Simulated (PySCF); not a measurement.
## Excitation energy of P⁺ by level of theory

P⁺ [Ne] 3s2 3p2 (3P) → P⁺ [Ne] 3s2 3p1 4s1 (3P), as a difference of total energies. Calculation: PySCF 2.14, in aug-cc-pwCVTZ (8s7p5d3f, 75 functions); the non-relativistic Hamiltonian (point nucleus). Correlated levels: valence: [Ne] frozen. The calculations carry no spin-orbit coupling.

| method | excitation energy (eV) |
| --- | --- |
| UHF | 10.529 |
| MP2 (valence) | 10.704 |
| SCS-MP2 (valence) | 10.673 |
| CCSD (valence) | 10.717 |
| CCSD(T) (valence) | 10.719 |

How much does correlation contribute at CCSD(T) (valence)?

10.719 − (10.529) = 0.190 eV, measured against UHF.

Errors of the correlated levels include the incompleteness of this basis and the frozen core.

For comparison: 10.740 eV (measured; NIST levels, between the centres of gravity of the two terms).
